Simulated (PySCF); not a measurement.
# Adding and removing an electron: AlTl

PBE0; Al cc-pV(D+d)Z, Tl cc-pVDZ-PP with ECP60; scalar-relativistic core potentials (PySCF 2.14). Neutral (UKS): triplet (σ ↑, π ↑), Re = 2.928 Å, ωe = 182 cm⁻¹, De = 1.34 eV, HOMO -4.15 eV, LUMO -2.66 eV.

AlTl⁺ (UKS): doublet (σ ↑), Re = 3.466 Å, ωe = 108 cm⁻¹. The energies at the minima are -414.78942 hartree for AlTl and -414.58348 for AlTl⁺.

Question: Work out the adiabatic ionisation energy, without and with harmonic zero-point energies (1 hartree = 27.2114 eV, 1 eV = 8065.5 cm⁻¹), and the change of the bond length.

Answer: At PBE0: 0.20594 hartree = 5.604 eV between the minima; the zero-point term (108.0 − 182.0)/2 cm⁻¹ = -0.005 eV makes it 5.599 eV. Re changes by +53.8 pm against the neutral. The electron leaves a π orbital, and the ion is left as a loose complex of an ion and an atom.

Spin–orbit coupling is left out, which matters for elements this heavy, above all for dissociation energies. States were picked by a PBE0 search and need not be the measured ground states.
